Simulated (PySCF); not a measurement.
# Static response to an electric field

Compound: Se(eta1-allyl)2, C₆H₁₀Se.
Cartesian coordinates in Å at the PBE0-D3(BJ)/def2-SVP level; atoms count from 1:
```xyz
17
C6H10Se angstrom
Se     0.001   -0.040   -0.815
C      1.459    0.235    0.477
C      2.759   -0.109   -0.160
C      3.698    0.779   -0.493
H      1.249   -0.431    1.329
H      1.443    1.278    0.825
H      2.916   -1.171   -0.386
H      3.567    1.848   -0.298
H      4.631    0.469   -0.970
C     -1.464   -0.177    0.492
C     -2.762    0.088   -0.185
C     -3.699   -0.834   -0.416
H     -1.262    0.580    1.266
H     -1.445   -1.175    0.954
H     -2.922    1.117   -0.531
H     -3.566   -1.874   -0.101
H     -4.632   -0.583   -0.927
```

Level: B3LYP/def2-SVPD (PySCF), static field, nuclei fixed, core orbitals frozen in the response. The polarisability tensor in these axes (au):

```
x   161.17  19.81  -0.96
y    19.81  91.92  -0.44
z    -0.96  -0.44  83.95
```

Diagonalise the tensor; give its mean and Δα, where Δα² is half the sum of the squared differences of the eigenvalues.

Principal values 83.92, 86.67 and 166.44 au; mean 112.35 au = 16.65 Å³ = 18.52 × 10⁻⁴⁰ C²·m²/J; Δα = 81.18 au (72 % of the mean).

What is the dipole moment, and where does it point?

(0.00, 0.08, 1.50) D, 1.50 D in size, pointing from the negative to the positive side. Measured along this direction, the outermost atoms are H9 and H17 at the negative end and H5 and H13 at the positive end.

What molar refraction does this α imply?

Lorentz–Lorenz: R = (4π/3)N_A α = 2.5225 cm³/(mol·Å³) × 16.65 Å³ = 42.0 cm³/mol, in the limit of long wavelengths.

Give the eigenvalues of the traceless quadrupole moment Θ = ½Σq(3rr − r²1), origin at the centre of nuclear charge.

-3.56, -0.09, 3.65 D·Å. The values depend on the origin, since the dipole doesn't vanish. The electronic extent ⟨r²⟩ about the same centre is 1631 bohr², a root-mean-square distance of 2.39 Å for the 80 electrons.

What depolarisation ratio follows for Rayleigh scattering of linearly polarised light, taking the static tensor?

ρ = 3Δα²/(45ᾱ² + 4Δα²) = 19771.9/(567978 + 26362.6) = 0.0333.

Find the Langevin capture rate constant for NO+ (29.998 u) meeting this molecule (161.995 u), k = 2.342 × 10⁻⁹ cm³/s × √(α in Å³ / reduced mass in u).

The reduced mass is 25.31 u, so k = 1.90 × 10⁻⁹ cm³/s. The formula leaves out the permanent dipole, which adds to the capture rate.

The structure is a single PBE0-D3(BJ)/def2-SVP conformer in the gas phase; no vibrational or solvent corrections. The calculation is non-relativistic, for selenium too.
